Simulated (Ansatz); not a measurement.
Reaction (ligand exchange at the Al–O bond): `[OH][Al]([SH])[O][SiH3]` + NH₃ → `[NH2][Al]([OH])[SH]` + silanol

Calculated with Ansatz (gas phase, PBE0-D4/def2-TZVP geometries, no zero-point term in ΔE). CBS: MP2 limit from def2 TZ/QZ plus the TZ coupled-cluster correction, frozen cores. This one scheme is used for every species. Functionals use def2-TZVPP. Each species was taken in one conformer, which may not be the lowest.

CCSD(T)/CBS gives +73.4 kJ/mol.

Another level gave +71.8 kJ/mol. Which?
A. ωB97X-V/def2-TZVPP
B. PBE-D4/def2-TZVPP
C. LDA (SPW92)/def2-TZVPP
D. B97M-V/def2-TZVPP

A. ωB97X-V 71.8, B97M-V 76.1, LDA (SPW92) 62.7, PBE-D4 67.3 kJ/mol.

What do rigid-rotor, harmonic-oscillator terms from PBE0-D4/def2-TZVP frequencies (298.15 K, 1 bar) make of the CCSD(T)/CBS value? (An estimate is asked.)

The calculation gave: ΔZPE = -1.6 kJ/mol, ΔH = +69.4 kJ/mol, ΔS = -8 J/(mol·K), ΔG = +71.9 kJ/mol. Modes under 50 cm⁻¹ make the entropy rough.

Largest T1 diagnostic among the species: 0.012.

At CCSD(T), def2-SVP lies +7.7 kJ/mol from the extrapolated value and def2-TZVPP +1.5 kJ/mol. Leaving LDA and LC-ωPBE aside and taking each functional with its dispersion term where it has one, the values, not all of them listed here, spread over 12.4 kJ/mol, from revPBE-D4 to BHLYP-D4.
